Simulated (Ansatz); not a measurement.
Molecule: CH$_{3}$F$_{2}$In, charge 0, multiplicity 1. 
Geometry from a B3LYP-D3(BJ)/def2-TZVP (Ansatz, a quantum-chemistry and plane-wave program) optimisation:
SMILES: [CH3][In]([F])[F]
```xyz
7

C     -2.1257    -0.3006    -0.0888
In    -0.0099    -0.0016    -0.0012
F      1.3667    -1.3918     0.0705
F      0.9272     1.7171     0.0271
H     -2.3239    -1.2561    -0.5666
H     -2.5698     0.5158    -0.6519
H     -2.5105    -0.3042     0.9288
```

Quantity: vertical triplet-singlet gap (E(triplet) - E(singlet); each state is the SCF solution reached for its spin), in kcal/mol. Cores are frozen in the correlated levels unless marked. Open shells are spin-unrestricted. Spin-orbit coupling is left out. Frozen are the shells of the preceding noble gas and the d and f shells that filled before the atom's block. In def2 rows, elements after Kr have scalar-relativistic effective core potentials. CBS(X,Y): correlation extrapolated as X^-3; Hartree-Fock from the larger set.

```json
[
 {"level": "SVWN5/def2-TZVPD", "program": "Ansatz", "vertical triplet-singlet gap (kcal/mol)": "?"},
 {"level": "B3LYP/def2-TZVPD", "program": "Ansatz", "vertical triplet-singlet gap (kcal/mol)": "114.5"},
 {"level": "PBE0/def2-TZVPD", "program": "Ansatz", "vertical triplet-singlet gap (kcal/mol)": "?"},
 {"level": "BHLYP/def2-TZVPD", "program": "Ansatz", "vertical triplet-singlet gap (kcal/mol)": "122.1"},
 {"level": "CAM-B3LYP/def2-TZVPD", "program": "Ansatz", "vertical triplet-singlet gap (kcal/mol)": "120.5"},
 {"level": "wB97X-V/def2-TZVPD", "program": "Ansatz", "vertical triplet-singlet gap (kcal/mol)": "?"},
 {"level": "B2PLYP/def2-TZVPD", "program": "Ansatz", "vertical triplet-singlet gap (kcal/mol)": "?"},
 {"level": "SCS-MP2/def2-SVPD", "program": "Ansatz", "vertical triplet-singlet gap (kcal/mol)": "139.3"},
 {"level": "SCS-MP2/def2-TZVPPD", "program": "Ansatz", "vertical triplet-singlet gap (kcal/mol)": "137.2"},
 {"level": "SCS-MP2/def2-QZVPPD", "program": "Ansatz", "vertical triplet-singlet gap (kcal/mol)": "138.0"},
 {"level": "CCSD/def2-SVPD", "program": "Ansatz", "vertical triplet-singlet gap (kcal/mol)": "134.6"},
 {"level": "CCSD/def2-QZVPPD", "program": "Ansatz", "vertical triplet-singlet gap (kcal/mol)": "132.4"},
 {"level": "CCSD(T)/CBS(def2-TZVPPD,def2-QZVPPD)", "program": "Ansatz", "vertical triplet-singlet gap (kcal/mol)": "132.6"}
]
```

Task: Complete the blanks.

Result: 
- SVWN5/def2-TZVPD, vertical triplet-singlet gap (kcal/mol): 110.1
- PBE0/def2-TZVPD, vertical triplet-singlet gap (kcal/mol): 117.5
- wB97X-V/def2-TZVPD, vertical triplet-singlet gap (kcal/mol): 126.8
- B2PLYP/def2-TZVPD, vertical triplet-singlet gap (kcal/mol): 123.1
